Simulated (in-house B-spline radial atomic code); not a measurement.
How numerical settings move a run on Sr V (Sr4+), [Ar] 3d10 4s2 4p4. Computed with an all-electron radial atomic-structure program (B-spline basis): Dirac-Kohn-Sham LDA VWN5, spherical fractional occupations, Fermi nucleus of rms radius 4.224 fm.

Command:
```bash
python run_scf.py task.json out
```
Settings of the sound reference run:
```
Z                38
electrons        34
configuration    [Ar] 3d10 4s2 4p4
hamiltonian      dirac
method           lda,vwn
spin_polarised   False
nucleus          fermi
rms_radius       4.224
mass_number      88
atomic_mass      87.90561
speed_of_light   137.036
knot_spacing     0.22
spline_order     8
gauss_points     12
box_radius       12.77
max_iterations   70
damping          0.5
damped_steps     3
diis_vectors     10
tolerance        1e-08
start            Thomas-Fermi
```

Cost of the run: 0.9 s on 1 thread of Intel(R) Xeon(R) 6975P-C, with other jobs on the host.

It converges in 9 iterations to -3171.760486 hartree, with 4p3/2 at -64.3549 eV. The other runs change the listed settings, some to values that make no sense; their results aren't properties of the atom or ion. Radii are in bohr (the nuclear one in fm), a minus after a letter asks for a j subshell, and «unchanged» means within 1e-8 hartree. The run stops when the residual is below 10 × tolerance × max(1, Z/10), or a noise floor if that is larger, and the energy moves by less than 1e-8 × √|E| hartree; so very loose and very tight tolerances often act alike.

```tsv
changed settings	outcome
first_knot = 0.00789	converged in 9 iterations, energy +2.03e-02 hartree from the reference, 4p3/2 level +2.3e-03 eV
first_knot = 2.63e-05	converged in 9 iterations, energy +1.87e-08 hartree from the reference
box_radius = 1.92	converged in 8 iterations, energy +4.59e+00 hartree from the reference, 4p3/2 level +3.6e+01 eV (the program warns: 4p3/2 reaches the box edge; 3s1/2 reaches the box edge)
first_knot = 0.00263, max_iterations = 60, damped_steps = 30	converged in 16 iterations, energy +2.02e-02 hartree from the reference, 4p3/2 level +1.2e-04 eV
first_knot = 0.0789	converged in 9 iterations, energy +8.72e+00 hartree from the reference, 4p3/2 level +6.1e-01 eV
electrons = 37, configuration = [Ar] 3d10 4s2 4p7, max_iterations = 60	stopped with error: shell 4p holds at most 6 electrons
method = hf, spin_polarised = True	stopped with error: spin polarisation is not served with the Dirac Hamiltonian
damping = 0.8	converged in 9 iterations, energy unchanged, 4p3/2 level +6.7e-06 eV
damping = 0.2	converged in 9 iterations, energy unchanged, 4p3/2 level -4.6e-06 eV
damping = 0.95	converged in 10 iterations, energy unchanged, 4p3/2 level -1.5e-06 eV
box_radius = 6.38	converged in 9 iterations, energy +1.26e-06 hartree from the reference, 4p3/2 level +6.2e-05 eV (the program warns: 4p3/2 reaches the box edge; 4p1/2 reaches the box edge)
spline_order = 4, first_knot = 0.00789, max_iterations = 75, tolerance = 0.0001	converged in 8 iterations, energy +8.13e-02 hartree from the reference, 4p3/2 level -4.5e-04 eV
damping = 0	converged in 10 iterations, energy unchanged, 4p3/2 level -5.9e-07 eV
electrons = 37, configuration = [Ar] 3d10 4s2 4p4 5s3, max_iterations = 50	stopped with error: shell 5s holds at most 2 electrons
first_knot = 2.63e-06	converged in 9 iterations, energy -1.40e-08 hartree from the reference
box_radius = 1.28	converged in 8 iterations, energy +3.51e+01 hartree from the reference, 4p3/2 level +2.0e+02 eV (the program warns: 4p3/2 has a positive eigenvalue: unbound, held by the box; 4s1/2 has a positive eigenvalue: unbound, held by the box)
first_knot = 0.0263	converged in 9 iterations, energy +6.14e-01 hartree from the reference, 4p3/2 level +3.4e-02 eV
first_knot = 0.00263	converged in 9 iterations, energy +2.02e-02 hartree from the reference, 4p3/2 level +1.2e-04 eV
```

(1) What happens with box_radius = 2.55?

(2) What happens with box_radius = 51.08?

(3) What happens with box_radius = 3.83?

(4) What happens with max_iterations = 60, damped_steps = 30, start = bare nucleus?

Results:

(1) Converged in 9 iterations, energy +6.95e-01 hartree from the reference, 4p3/2 level +7.7e+00 eV (the program warns: 4p3/2 reaches the box edge; 3p1/2 reaches the box edge).

(2) Converged in 9 iterations, energy unchanged.

(3) Converged in 9 iterations, energy +1.23e-02 hartree from the reference, 4p3/2 level +2.7e-01 eV (the program warns: 4p3/2 reaches the box edge; 4s1/2 reaches the box edge).

(4) Converged in 20 iterations, energy unchanged.
